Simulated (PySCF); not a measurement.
These 4 structures share the formula C6H5N3. Method: PBE0-D3(BJ)/def2-SVP geometry optimisation, gas phase in PySCF 2.14.0. One conformer each; no zero-point energy, no entropy. No frequencies were run at this level. Point groups hold within 0.08 Å.

Question: Order them by energy at this level, lowest first, and give relative energies in kcal/mol.
A. `[CH2:1]=[C:2]=[CH:3][c:4]1[n:5][cH:6][n:7][cH:8][n:9]1` with C2–C3–C4–N5 0°
B. `CC#Cc1ncncn1`
C. `N#CC1=CC(N)=NC=C1`
D. `c1ccc2[nH]nnc2c1`

Answer: C (0.0), D (8.2), A (37.9), B (41.4).

As drawn, the lowest has a C≡N group and an N–H bond, which the highest lacks; the highest has a C≡C bond, which the lowest lacks.

| SMILES | E (Eh) | E rel (kcal/mol) | dipole (D) | point group | A, B, C (MHz) |
| --- | --- | --- | --- | --- | --- |
| N#Cc1ccnc(N)c1 | -395.16053 | 0.0 | 4.01 | near Cs | 3647, 1205, 905.9 |
| c1ccc2[nH]nnc2c1 | -395.14753 | 8.2 | 4.01 | Cs | 4034, 1683, 1188 |
| C=C=Cc1ncncn1 | -395.10010 | 37.9 | 1.57 | Cs | 5094, 1058, 881.5 |
| CC#Cc1ncncn1 | -395.09450 | 41.4 | 2.04 | near Cs | 6233, 861.4, 760.5 |
